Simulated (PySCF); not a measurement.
Fe⁺ (iron, charge +1) across methods

[Ar] 3d6 4s1, high-spin 6D determinant. Calculation: PySCF 2.14, in aug-cc-pVDZ (7s6p4d2f, 59 functions); the non-relativistic Hamiltonian (point nucleus).

```csv
method,E (hartree),mean ε 3d α (eV),mean ε 3d β (eV),mean ε 4s α (eV),Σ⟨r²⟩ (bohr²),⟨S²⟩
TPSSh,-1263.413,-18.486,-14.858,-13.039,25.17,8.751
r2SCAN,-1263.375,-18.013,-13.927,-13.142,25.08,8.751
PBE,-1263.143,-17.528,-13.823,-12.835,25.27,8.751
B97-3,-1263.254,-20.082,-16.096,-13.350,25.13,8.752
M06-L,-1263.333,-17.807,-13.509,-12.565,24.88,8.753
UHF,-1262.21741,-26.990,-21.348,-15.246,25.34,8.753
PBE0,-1263.181,-20.044,-15.942,-13.542,25.14,8.751
LDA,-1260.903,-17.750,-13.791,-13.085,25.18,8.751
```

Q: Estimate the same row for M06-2X.

A: E (hartree) = -1263.354; mean ε 3d α (eV) = -22.688; mean ε 3d β (eV) = -18.099; mean ε 4s α (eV) = -13.857; Σ⟨r²⟩ (bohr²) = 25.35; ⟨S²⟩ = 8.756.
